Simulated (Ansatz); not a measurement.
Kohn–Sham single points on CH$_{5}$SSb, SMILES `C[S][SbH2]`.

```yaml
crystal:
  periodic: [false, false, false]
  atoms:
    - {symbol: C, position_ang: [-0.801957, 1.143824, -0.516623]}
    - {symbol: S, position_ang: [-0.287651, 0.242370, 0.971385]}
    - {symbol: Sb, position_ang: [1.102739, -1.454273, -0.043564]}
    - {symbol: H, position_ang: [-1.369802, 0.509737, -1.196967]}
    - {symbol: H, position_ang: [0.049052, 1.580454, -1.038633]}
    - {symbol: H, position_ang: [-1.449507, 1.950925, -0.171450]}
    - {symbol: H, position_ang: [2.391679, -1.283283, 1.067970]}
    - {symbol: H, position_ang: [0.457748, -2.746855, 0.872284]}
basis:
  gaussian: {orbitals: def2-TZVPP}
hamiltonian: {xc: {name: PBE-QIDH}}
```

```sh
$ ansatz run in.yaml --threads 2 --pin off --events-out ev --progress --plain --max-ram 4352MiB
```

It prints (some lines left out):

```
Functional definition: PBE-QIDH
1265 factors; integrals over basis functions are off by at most 8.6e-4 eV
mean field evaluation 1: about -18470.5094 eV, gradient 2.5e1 eV
mean field evaluation 2: about -18470.6602 eV, gradient 2.5e1 eV
mean field evaluation 4: about -18472.3332 eV, gradient 2.5e0 eV
mean field evaluation 8: about -18472.3522 eV, gradient 1.5e-1 eV
mean field evaluation 16: about -18472.3523 eV, gradient 1.8e-4 eV
mean field -18472.35228787 eV, -678.8464255691 hartree, gradient 7.9e-6 eV, S^2 0.000000; 0 other end points of the search recorded, 0 dependent functions left out
10 core orbitals not correlated: weight in the atoms' cores, before any rotation towards them, 1.000 or more for the frozen orbitals, at most 0.000 for the correlated occupied ones
reference -18472.35230066 eV, -678.8464260390 hartree; 15, 15 occupied and 168, 168 virtual orbitals, 1265 factors
second order -21.76722256 eV of doubles, -0.00000000 eV of singles
Total energy: -18479.60804151 eV, -679.1130695973 hartree
```

Run time 8 s (2 threads of an Arm Neoverse V1 on a shared host); peak host memory 0.41 GiB.

With the line `hamiltonian: {xc: {name: BHLYP}, dispersion: d4}` (abridged; 4.5 s):

```
Functional definition: BHLYP
mean field evaluation 16: about -18489.8867 eV, gradient 5.2e-5 eV
mean field -18489.88673184 eV, -679.4908044996 hartree, gradient 5.2e-5 eV, S^2 0.000000
Total energy: -18490.14106716 eV, -679.5001511505 hartree
```

The same input with `hamiltonian: {xc: lda}` (abridged; 2 s):

```
Functional definition: SPW92
mean field evaluation 16: about -18434.3272 eV, gradient 5.0e-4 eV
mean field -18434.32723524 eV, -677.4490306594 hartree, gradient 4.6e-5 eV, S^2 0.000000
Total energy: -18434.32727572 eV, -677.4490321469 hartree
```

With the line `hamiltonian: {xc: {name: r2SCAN0}, dispersion: d4}` (abridged; 7.5 s):

```
Functional definition: r2SCAN0
mean field evaluation 16: about -18492.5924 eV, gradient 8.7e-5 eV
mean field -18492.59243122 eV, -679.5902371179 hartree, gradient 2.1e-5 eV, S^2 0.000000
Total energy: -18492.64220885 eV, -679.5920664121 hartree
```

The same input with `hamiltonian: {xc: pbe, dispersion: d4}` and forces (abridged; 3.5 s):

```
Functional definition: PBE
mean field evaluation 16: about -18486.1344 eV, gradient 8.7e-4 eV
mean field -18486.13435959 eV, -679.3529073631 hartree, gradient 3.4e-5 eV, S^2 0.000000
Total energy: -18486.31707373 eV, -679.3596219837 hartree
Atom 0 force     0.005761     0.001375    -0.062236 eV/Å
Atom 1 force    -0.098821     0.073754     0.391504 eV/Å
Atom 2 force     0.084327    -0.050801    -0.452877 eV/Å
Atom 3 force    -0.120668    -0.114829    -0.149045 eV/Å
Atom 4 force     0.162297     0.099382    -0.117719 eV/Å
Atom 5 force    -0.130464     0.162506     0.070440 eV/Å
Atom 6 force     0.169777     0.005754     0.172344 eV/Å
Atom 7 force    -0.072210    -0.177142     0.147589 eV/Å
Dipole moment:     0.022794     0.019761    -0.345553 e Å
```

Changing it to `hamiltonian: {xc: {name: BLYP}, dispersion: d4}` (abridged; 3.4 s):

```
Functional definition: BLYP
mean field evaluation 16: about -18490.3684 eV, gradient 5.5e-4 eV
mean field -18490.36841152 eV, -679.5085059015 hartree, gradient 5.0e-5 eV, S^2 0.000000
Total energy: -18490.76873466 eV, -679.5232175055 hartree
```
